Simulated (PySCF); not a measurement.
# InI3, singlet: structure and spectrum

Computed with PySCF, PBE0, basis In def2-SVP with ECP28, I def2-SVP with ECP28 (scalar-relativistic core potentials, no spin–orbit coupling, density fitting).

The structure is a minimum.

```
Point group                                                                   : D3h
Bond lengths                                                                  : In–I 2.658 Å (×3)
Bond angles                                                                   : I–In–I 120.0° (×3)
Highest occupied level                                                        : -7.80 eV
Atomisation energy without zero-point energy                                  : 734 kJ/mol
Rotational symmetry number                                                    : 6
Principal polarisabilities                                                    : 66.9, 146.4, 146.4 bohr³
Principal quadrupole moments (Buckingham, traceless) about the centre of mass : -1.65, -1.65, 3.31 D Å
Entropy at 298.15 K and 1 bar                                                 : 397.8 J/(mol K)
Dipole moment                                                                 : 0.00 D
Lowest empty level                                                            : -3.17 eV
Heat capacity Cp at 298.15 K                                                  : 81.0 J/(mol K)
Zero-point energy                                                             : 4.7 kJ/mol
Rotational constants                                                          : 0.01253, 0.01253, 0.006265 cm⁻¹
Enthalpy at 298.15 K above 0 K                                                : 20.79 kJ/mol
```

Harmonic modes (masses in u: In 114.904, I 126.904):
| symmetry | ω (cm⁻¹) | IR (km/mol, summed over degenerate members) | μ (u) |
| --- | --- | --- | --- |
| e' | 49 | 2.7 | 125.07 |
| a2'' | 69 | 2.6 | 117.48 |
| a1' | 148 | 0.0 | 126.90 |
| e' | 232 | 83.5 | 119.10 |

In D3h the vibrations span 2e' + a2'' + a1'. The a1' mode carries no infrared intensity, as symmetry demands.

Charges (e):
```
  atom  Mulliken  Löwdin  polar tensor  Mayer order to In1
   In1      0.47   -0.10          1.43                   –
I2,3,4     -0.16    0.03         -0.48                1.09
```

Mulliken populations on In1 (electrons outside its core potential): s 3.11, p 7.22, d 10.20.

Counting electrons, indium keeps none of its valence electrons outside its bonds, so the VSEPR class is AX3 and the expected shape is trigonal planar (D3h), as computed.

The final relaxation and frequency run took 84 s on 2 threads of a shared Arm Neoverse N1 host, with 104 basis functions and 8 gradients; the process peaked at 1.1 GiB.
